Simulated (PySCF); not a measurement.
How methods differ on the ionisation energy of Co

Co [Ar] 3d7 4s2 (4F) → Co⁺ [Ar] 3d8 (3F), as a difference of total energies. Calculation: PySCF 2.14, in aug-cc-pwCVTZ-DK with one added diffuse shell each of s, p, d, f, g type (11s10p8d5f4g, 152 functions); the spin-free X2C one-electron Hamiltonian (Gaussian nucleus). The calculations carry no spin-orbit coupling.

Task: Order these methods by the ionisation energy they give, lowest first.
A. PW91
B. BP86
C. M06
D. UHF

Result: A (7.795 eV), C (7.843 eV), B (7.897 eV), D (8.299 eV).

For comparison: 7.869 eV (measured; NIST levels, between the centres of gravity of the two terms).
